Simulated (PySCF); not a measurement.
From one molecule to another.

First species: C₇H₁₀ClNSi.
InChI=1S/C7H10ClNSi/c8-4-6-10-7-3-1-2-5-9-7/h1-3,5H,4,6,10H2

Second species: C₇H₁₃ClOSi.
SMILES: `CC(C)=C(C=O)C[SiH2]CCl`

Levels: PBE0/pcSseg-1 for dipole moment, HOMO energy, LUMO energy and HOMO–LUMO gap; GFN2-xTB for rotational constant A and rotational constant C. Geometries: GFN2-xTB. All species are isolated and taken at one optimised geometry, non-relativistic unless stated; the electronic structure was computed with PySCF and density fitting.

Dipoles, sizes and rotational constants follow the conformer. The torsions of the flexible species, by atom-mapped SMILES:
- `[Cl:1][CH2:2][CH2:3][SiH2:4][c:5]1[cH:6][cH:7][cH:8][cH:9][n:10]1`: Cl1–C2–C3–Si4 -176°, C2–C3–Si4–C5 61°, C3–Si4–C5–C6 126°
- `[CH3:1][C:2]([CH3:3])=[C:4]([CH:5]=[O:6])[CH2:7][SiH2:8][CH2:9][Cl:10]`: C2–C4–C5–O6 -179°, C2–C4–C7–Si8 177°, C4–C7–Si8–C9 -177°, C7–Si8–C9–Cl10 61°

```csv
property,column X,column Y
dipole moment,4.23 D,5.82 D
HOMO energy,-7.39 eV,-6.99 eV
LUMO energy,-1.27 eV,-2.09 eV
HOMO–LUMO gap,6.12 eV,4.90 eV
rotational constant A,1.793 GHz,1.520 GHz
rotational constant C,0.401 GHz,0.402 GHz
```

(1) Which column belongs to which species?

(2) How does each property change from the first species to the second?

Answers

(1) Column X is the first species and column Y the second. The first has 20 atoms and 90 electrons, the second 23 and 94.

(2) dipole moment +1.59 D; HOMO energy +0.40 eV; LUMO energy -0.82 eV; HOMO–LUMO gap -1.22 eV; rotational constant A -0.273 GHz; rotational constant C +0.001 GHz.

On the first: The dipole matches unit charges of opposite sign 0.88 Å apart (1 e·Å = 4.8032 D).

On the second: In atomic units the dipole is 2.29 e·bohr (1 au = 2.5417 D).
